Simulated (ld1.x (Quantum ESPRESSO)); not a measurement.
LDA (PZ) RRKJ dataset for Sn (Z = 50), scalar-relativistic all-electron reference.

Input for ld1.x (Quantum ESPRESSO) 7.5:

```
&input
   title='Sn', zed=50., rel=1, dft='PZ', iswitch=3,
   config='[Kr] 4d10 5s1.75 5p2.25 5d-2',
   nld=3, rlderiv=3.00, eminld=-3.0, emaxld=5.0, deld=0.02
 /
 &inputp
   pseudotype=2, tm=.false., lloc=0,
   nlcc=.false.,
   file_pseudopw='Sn.UPF', file_wfcaegen='ae.wfc', file_wfcncgen='nc.wfc', file_beta='beta', file_chi='chi'
 /
3
5P  2  1   2.25   0.00  2.75  2.75  0.0
5D  3  2  -2.00   0.15  2.35  2.35  0.0
5S  1  0   1.75   0.00  1.80  1.80  0.0
 &test
   configts(1)='5s1.75 5p2.25'
 /
```

Command:

```bash
ld1.x < Sn.in > Sn.out
```

Output (shortened: banner, matrices, multipoles, cross overlaps and the repeated all-electron block are left out):

```
Program LD1 v.7.5
     --------------------------- All-electron run ----------------------------

     Sn
     scalar relativistic calculation

     atomic number is 50.00
     dft =PZ   lsd =0 sic =0 latt =0  beta=0.20 tr2=1.0E-14
     Exchange-correlation= PZ
                           (   1   1   0   0   0   0   0)
     mesh =1243 r(mesh) = 100.78374 a.u. xmin = -7.00 dx = 0.01250
     1 Ry =  13.60569312 eV, c = 137.03599908

     n l     nl                  e(Ry)          e(Ha)          e(eV)
     1 0     1S 1( 2.00)     -2130.0320     -1065.0160    -28980.5616
     2 0     2S 1( 2.00)      -321.6503      -160.8252     -4376.2759
     2 1     2P 1( 6.00)      -288.9254      -144.4627     -3931.0299
     3 0     3S 1( 2.00)       -62.0543       -31.0271      -844.2912
     3 1     3P 1( 6.00)       -51.3594       -25.6797      -698.7808
     4 0     4S 1( 2.00)        -9.8521        -4.9261      -134.0449
     4 1     4P 1( 6.00)        -6.6111        -3.3055       -89.9480
     3 2     3D 1(10.00)       -34.8449       -17.4224      -474.0887
     4 2     4D 1(10.00)        -1.9311        -0.9656       -26.2742
     5 0     5S 1( 1.75)        -0.8116        -0.4058       -11.0422
     5 1     5P 1( 2.25)        -0.2964        -0.1482        -4.0326

     final scf error:  6.0E-15 reached in  41 iterations

     Etot =  -12343.603657 Ry,   -6171.801828 Ha, -167943.283386 eV

     Ekin =   12884.482019 Ry,    6442.241010 Ha,  175302.308403 eV
     Encl =  -29858.524419 Ry,  -14929.262210 Ha, -406245.920356 eV
     Eh   =    4949.164613 Ry,    2474.582306 Ha,   67336.814939 eV
     Exc  =    -318.725870 Ry,    -159.362935 Ha,   -4336.486371 eV

     normalization and overlap integrals

     s(1S/1S) =  1.000000  <r> =   0.0291  <r2> =    0.0011  r(max) =   0.0188
     s(2S/2S) =  1.000000  <r> =   0.1256  <r2> =    0.0186  r(max) =   0.1068
     s(2P/2P) =  1.000000  <r> =   0.1096  <r2> =    0.0147  r(max) =   0.0853
     s(3S/3S) =  1.000000  <r> =   0.3399  <r2> =    0.1321  r(max) =   0.3090
     s(3P/3P) =  1.000000  <r> =   0.3381  <r2> =    0.1327  r(max) =   0.3013
     s(4S/4S) =  1.000000  <r> =   0.8183  <r2> =    0.7583  r(max) =   0.7412
     s(4P/4P) =  1.000000  <r> =   0.8857  <r2> =    0.8975  r(max) =   0.7890
     s(3D/3D) =  1.000000  <r> =   0.3148  <r2> =    0.1177  r(max) =   0.2498
     s(4D/4D) =  1.000000  <r> =   1.1001  <r2> =    1.4417  r(max) =   0.8829
     s(5S/5S) =  1.000000  <r> =   2.3740  <r2> =    6.4418  r(max) =   1.9897
     s(5P/5P) =  1.000000  <r> =   3.1912  <r2> =   11.9147  r(max) =   2.5231

     ------------------------ End of All-electron run ------------------------

     --------------------- Generating NC pseudopotential ---------------------

      Generating local pot.: lloc=0, matching radius rcloc =   1.8000

      Wfc   5P  rcut= 2.754  Estimated cut-off energy=       23.04 Ry
      This function has    0 nodes for 0 < r <    2.754

      Wfc   5D  rcut= 2.370  Estimated cut-off energy=       39.19 Ry
      This function has    0 nodes for 0 < r <    2.370

     ------------------- End of pseudopotential generation -------------------

     Computing logarithmic derivative in   2.98693
     Computing logarithmic derivative in   2.98693
     Computing the partial wave expansion
       no projector for channel:   0
     R is outside the sphere for l=    1 j= 0.00
     R is outside the sphere for l=    2 j= 0.00

     ---------------------- Testing the pseudopotential ----------------------

     Sn
     scalar relativistic calculation

     atomic number is 50.00   valence charge is  4.00
     dft =PZ   lsd =0 sic =0 latt =0  beta=0.20 tr2=1.0E-14
     mesh =1243 r(mesh) = 100.78374 xmin = -7.00 dx = 0.01250

     n l     nl             e AE (Ry)        e PS (Ry)    De AE-PS (Ry)
     1 0     5S   1( 1.75)       -0.81159       -0.81159        0.00000
     2 1     5P   1( 2.25)       -0.29639       -0.29639        0.00000

     eps = 1.1E-15  iter = 14

     Etot =  -12343.603657 Ry,   -6171.801828 Ha, -167943.283386 eV
     Etotps =    -6.684747 Ry,      -3.342373 Ha,     -90.950614 eV

     Ekin =       2.182411 Ry,       1.091205 Ha,      29.693212 eV
     Encl =     -12.409310 Ry,      -6.204655 Ha,    -168.837268 eV
     Ehrt =       5.116796 Ry,       2.558398 Ha,      69.617554 eV
     Ecxc =      -1.719063 Ry,      -0.859531 Ha,     -23.389037 eV
     Epseu=       0.144419 Ry,       0.072210 Ha,       1.964925 eV

     ---------------------- End of pseudopotential test ----------------------
```

Note: ghost state, extra bound levels that the all-electron valence spectrum of the same l lacks: d at -263.8 eV. A true bound ghost makes a file unfit for plane-wave use.

Generation and configuration tests took about 2 s on one core of a shared server CPU.
